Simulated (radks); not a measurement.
Species: Xe+. Configuration: [Kr] 4d10 5s2 5p5 (the NIST ground configuration). Method: Dirac Kohn-Sham, exchange-only LDA, spin-unpolarised, spherical densities, finite nucleus; open shells fill j = l - 1/2 first; Fermi nuclear charge, rms radius 4.7859 fm; computed with a radial shooting solver on a logarithmic mesh with Libxc functionals.

Normalised radial functions P(r) = r R(r) (large component), r in bohr:

```
   r/bohr * 4f5/2 (the largest magnitude, 0.261, reaches the edge; | marks zero)
 0.001865 *
 0.002224 *
 0.002652 *
 0.003162 *
  0.00374 *
  0.00446 *
 0.005318 *
 0.006342 *
 0.007562 *
 0.008946 *
  0.01067 *
  0.01272 *
  0.01517 *
  0.01794 *
   0.0214 *
  0.02551 *
  0.03042 *
  0.03628 *
  0.04291 *
  0.05117 *
  0.06102 *
  0.07276 *
  0.08676 *
   0.1026 *
   0.1224 *
   0.1459 *
    0.174 *
   0.2075 *
   0.2455 *
   0.2927 |*
    0.349 |*
   0.4162 |*
   0.4963 |*
   0.5871 | *
   0.7001 | *
   0.8348 | *
   0.9954 | *
    1.187 |  *
    1.404 |  *
    1.674 |  *
    1.997 |   *
    2.381 |    *
    2.839 |     *
    3.358 |       *
    4.005 |          *
    4.775 |              *
    5.694 |                   *
    6.736 |                         *
    8.032 |                                *
    9.578 |                                         *
    11.42 |                                                 *
    13.62 |                                                      *
    16.11 |                                                      *
    19.21 |                                                *
    22.91 |                                     *
    27.31 |                       *
    32.57 |            *
    38.53 |    *
    45.94 | *
    54.79 *
```

4f5/2 (empty): eigenvalue -0.878 eV, 0 radial nodes, <r> = 16.8 bohr, 90 % of the charge inside 24.7 bohr.
